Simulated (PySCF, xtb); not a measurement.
C₂H₆O₂Te, SMILES CO[Te]OC. Other conformers were not sampled.

Harmonic wavenumbers (cm⁻¹) from xtb with GFN2-xTB at its own minimum, in rising order: 60, 92, 125, 153, 205, 257, 275, 474, 504, 1018, 1033, 1129, 1129, 1136, 1141, 1404, 1405, 1468, 1468, 1476, 1480, 2947, 2948, 2956, 2957, 2982, 2982.

Problem. What does PBE-D3(BJ)/def2-SVP in PySCF give at its own minimum? (An estimate is asked for; the answer gives what the named calculation found.)

Solution. 59, 101, 115, 150, 219, 280, 284, 516, 530, 1022, 1033, 1122, 1123, 1131, 1132, 1393, 1394, 1400, 1400, 1424, 1428, 2919, 2922, 3002, 3003, 3030, 3031. Paired by order, the mean absolute difference is 25 cm⁻¹ and the zero-point energies are 50.3 and 50.3 kcal/mol.
